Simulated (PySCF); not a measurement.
[Tl(OH)2]+ relaxed at several levels

Computed with PySCF 2.14.0, def2-SVP on the ligands, density fitting, scalar-relativistic core potentials, no spin-orbit coupling, vacuum. Each row is relaxed at its own level from the same template. Distances are means of the shortest metal–ligand contacts, charges and spins Mulliken's; removal energies are rigid, with the ligand's formal charge and no counterpoise, so too large; for an anion taken off a cation in vacuum most of it is the attraction of opposite charges, and multiply charged cations can part far more cheaply with an electron moved from ligand to metal.

| level | basis on the metal | point group | M–OH (Å) | charge on M (e) | HOMO–LUMO gap (eV) | removal of one OH (eV) | strongest infrared band, degenerate modes summed (cm⁻¹) | unstable modes (below −25 cm⁻¹) |
| --- | --- | --- | --- | --- | --- | --- | --- | --- |
| PBE0 | def2-SVP with ECP60 | C2 | 1.975 | 1.14 | 5.83 | 20.35 | 3760 | 0 |

Task: What does the calculation give for PBE, def2-SVP with ECP60?

Result: point group: C2, M–OH (Å): 2.012, charge on M (e): 1.00, HOMO–LUMO gap (eV): 2.79, removal of one OH (eV): 20.61, strongest infrared band, degenerate modes summed (cm⁻¹): 3572, unstable modes (below −25 cm⁻¹): 0.
```xyz
5

Tl    0.0000    0.0000    0.6932
O     1.9902    0.2015    0.9062
H     2.4456   -0.1968    0.1231
O    -1.9902   -0.2015    0.9062
H    -2.4456    0.1968    0.1231
```

One start shape was tried for each, so a minimum needn't be the lowest isomer.
